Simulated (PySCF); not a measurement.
C4H6BNO, SMILES C=C1OC(=C)B1N.

Coordinates come from a r2SCAN-D4/def2-SVP optimisation. This is a generated structure with no PubChem entry under its InChIKey; it may be hypothetical. The values are those of a single conformer.

These are PBE/def2-TZVP (PySCF) values and carry that method's errors.

```yaml
total_energy: -310.57391 hartree
point_group: C2v
highest_occupied_level: -5.20 eV
lowest_empty_level: -2.15 eV
orbital_gap: 3.06 eV
dipole_moment: 3.39 D
quadrupole, principal values (traceless, Buckingham form, about the centre of nuclear charge): -10.05, 1.95, 8.10 D·Å
mean_static_polarisability: 78.1 bohr³ (11.57 Å³)
polarisability_principal_values: 45.9, 77.9, 110.4 bohr³
```
